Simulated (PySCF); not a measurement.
# Which determinant of CdP lies lowest?

Unrestricted PBE0; basis Cd def2-SVPD with ECP28, P def2-SVPD; scalar-relativistic core potentials; PySCF 2.14. Outer shells of the fragments: Cd 4d10 5s2; P 3s2 3p3.

Followed along the bond (rough minima from three points):

```
2Ms+1   unpaired  ⟨S²⟩ at the start  R at minimum (Å)  Te (eV)
    4  σ ↑, π ↑↑               3.76              2.70     0.00
    2  σ ↓, π ↑↑               1.76              2.60     0.33
    2  σ ↑, π ↑↓               1.77              2.64     0.52
    2        π ↑               0.77              2.37     0.63
```

Solutions found at the starting distance of 2.465 Å, counted from the lowest of them; the search is not exhaustive and high or unbound solutions are not listed, so other states can lie among these:

```tsv
2Ms+1	unpaired	term	E (eV)	⟨S²⟩	⟨Lz²⟩	μ (D)
4	σ ↑, π ↑↑	⁴Σ⁻	0.00	3.76	0.00	-0.72
2	σ ↓, π ↑↑	mixed	0.27	1.76	0.00	-0.95
2	σ ↑, π ↑↓	mixed	0.49	1.77	2.02	-0.83
2	π ↑	²Π	0.57	0.77	1.02	-3.98
2	σ ↑	mixed	1.65	0.76	2.00	-0.72
4	σ ↑↑, π ↑	⁴Π	2.40	3.76	1.02	-2.59
4	π ↑↑↑	⁴Π	3.16	3.76	1.00	-0.55
2	π ↑	²Π	3.31	0.75	1.01	4.15
```

A term symbol is given only where ⟨S²⟩ and ⟨Lz²⟩ are close to those of a pure state; real π, δ and φ orbitals otherwise mix terms. A positive dipole means Cd(−)P(+).

**Question.** Compare the gap between the two lowest followed solutions at the starting distance with the gap between their minima.

**Answer.** At PBE0 the second solution (Ms = 0.5 of mixed spin, unpaired electrons σ ↓, π ↑↑) lies +0.27 eV from the first (quartet, unpaired electrons σ ↑, π ↑↑) at 2.465 Å and +0.33 eV at the minima; the two curves relax by different amounts, since their minima lie near 2.60 and 2.70 Å.

Spin–orbit coupling is left out. Counting both spins, an empty level lies below a filled one in some of these solutions, because spin and occupation are held.
